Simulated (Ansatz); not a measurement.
Total energies of C$_{2}$H$_{7}$AlFN, SMILES `[CH3][Al]([F])[CH2]N`.

```xyz
12

C    -2.054    1.055   -0.161
Al   -0.373    0.148   -0.528
F    -0.027   -0.181   -2.119
C     1.002   -0.444    0.756
N     2.197   -1.128    0.229
H    -2.211    1.236    0.905
H    -2.095    2.020   -0.676
H    -2.901    0.468   -0.532
H     0.539   -1.095    1.509
H     1.336    0.417    1.351
H     1.924   -1.957   -0.283
H     2.663   -0.539   -0.450
```

Charge 0, multiplicity 1. Geometry: relaxed with PBE0-D4/def2-TZVP. It is one conformer, not always the lowest. Basis def2-TZVPP, Ansatz.

RPA on PBE orbitals: Hartree–Fock energy of these orbitals -475.74337 Eh, correlation -1.45478 Eh (frozen core).

```csv
functional,energy without D4 (Eh),D4 term (kJ/mol)
LDA (SPW92),-474.72920,–
revPBE,-477.50183,-58.0
BLYP,-477.56517,-41.1
B97M-V,-477.53028,–
B3LYP,-477.66618,-30.1
r2SCANh,-477.47078,-5.1
r2SCAN0,-477.45195,-5.6
HSE06 (plane-wave form),-477.24125,-14.8
BHLYP,-477.51514,-23.0
CAM-B3LYP,-477.54780,-16.1
```

Q: Give the same for PBE, r2SCAN, PBE0, LC-ωPBE, ωB97X-V, ωB97M-V, B2PLYP, PBE-QIDH. (Best estimate.)

A: Computed: 
```csv
functional,energy without D4 (Eh),D4 term (kJ/mol)
PBE,-477.21916,-18.8
r2SCAN,-477.48406,-4.8
PBE0,-477.25933,-15.9
LC-ωPBE,-477.41682,–
ωB97X-V,-477.51850,–
ωB97M-V,-477.52323,–
B2PLYP,-477.34564,–
PBE-QIDH,-477.14259,–
```

B3LYP takes the VWN-RPA correlation (the form of Gaussian; ORCA's B3LYP/G). HSE06 is the plane-wave form, built on full-range PBE exchange. The double hybrids freeze the cores in their second-order part.

LC-ωPBE has ω = 0.4 bohr⁻¹.
